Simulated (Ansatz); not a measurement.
Species: TeCl (charge +1, singlet). This is an excited singlet: at this geometry the triplet lies 1.00 eV lower at CCSD(T)/CBS(def2-TZVPPD,def2-QZVPPD). 
Coordinates optimised at B3LYP-D3(BJ)/def2-TZVP (Ansatz, a quantum-chemistry and plane-wave program):
SMILES: Cl[Te+]
```xyz
2

Te     0.0000     0.0000    -0.5524
Cl     0.0000     0.0000     1.6897
```
Charge +1, spin multiplicity 1.

Basis-set convergence of Hartree-Fock and MP2 correlation energies (hartree) with Ansatz. Correlated levels leave the core frozen unless marked. Spin-orbit coupling is left out. Frozen are the shells of the preceding noble gas and the d and f shells that filled before the atom's block. Past Kr the def2 sets carry scalar-relativistic core potentials.

The Hartree-Fock reference is unstable (checked in the largest basis), which strains HF and MP2. 

```json
[
 {"basis": "def2-SVP", "functions": "44", "E(HF)": "-725.99516", "E(corr, MP2)": "-0.21295"},
 {"basis": "def2-TZVPP", "functions": "92", "E(HF)": "-726.17299", "E(corr, MP2)": "-0.29225"},
 {"basis": "def2-QZVPP", "functions": "152", "E(HF)": "-726.18917", "E(corr, MP2)": "-0.32294"}
]
```

Extrapolating the two largest sets (X = 3 and 4) as X^-3: E(corr) = (64·(-0.32294) - 27·(-0.29225))/37 = -0.3453 Eh, an estimate of the basis-set limit. The largest set recovers 93.5 % of it, the smallest 61.7 %.
